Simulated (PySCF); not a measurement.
SMILES c1c(c(ccc1)C=O)B(O)O, GFN2-xTB optimised geometry. Atoms within 1.6 Å of the plane z = 0.0 Å (x, y, z in Å): O1 (-1.72, -2.67, 0.01), C2 (-2.04, -1.50, 0.00), C3 (-1.19, -0.31, 0.00), C4 (-1.88, 0.91, 0.00), C5 (-1.22, 2.12, 0.00), C6 (0.16, 2.13, 0.00), C7 (0.86, 0.93, 0.00), C8 (0.23, -0.31, 0.00), B9 (1.23, -1.57, 0.00), O10 (2.55, -1.25, -0.02), O11 (0.90, -2.87, 0.00), H12 (-3.12, -1.24, 0.00), H13 (-2.96, 0.89, 0.00), H14 (-1.78, 3.04, 0.00), H15 (0.70, 3.07, 0.00), H16 (1.94, 0.94, 0.00), H17 (3.12, -2.02, -0.02), H18 (-0.05, -3.07, 0.01).

Level of theory: B3LYP/def2-SVP run with PySCF. Cells within 0.4 Å of a nucleus heavier than hydrogen are left out (blank, or x).

Map of the log10 of the electron density (e/bohr³), floored at −4 on the plane z = 0.0 Å:

```
|000000000000000000000000000|
|000000000000000000000000000|
|000000001110001100000000000|
|000000123332223321000000000|
|000000245553345543100000000|
|000001356765567764200000000|
|000001357987778864200000000|
|000002357898889864210000000|
|0000234578xx9xx865431000000|
|000135667898889876543100000|
|000246788987678x88753100000|
|00135798xx86678x98864200000|
|000246788987788887654200000|
|0002355678x88xx876555420000|
|0012456678xx8xx876677531000|
|001357778888888877899742000|
|00135898x9866778x89x9752000|
|00135788xx76567xx8999753000|
|000245679986567887778753000|
|000123579x97679x97566542000|
|000013579x97799xx7544320000|
|000002467876678987532100000|
|000000345554456665420000000|
|000000023332234443200000000|
|000000000000011221000000000|
|000000000000000000000000000|
|000000000000000000000000000|
```
Scale: ten equal steps from -4.00 (start of '0') to -0.154 (end of '9'), in the order '0123456789'; x runs from -5.50 to 5.50, y from -5.50 (bottom) to 5.50 (top).
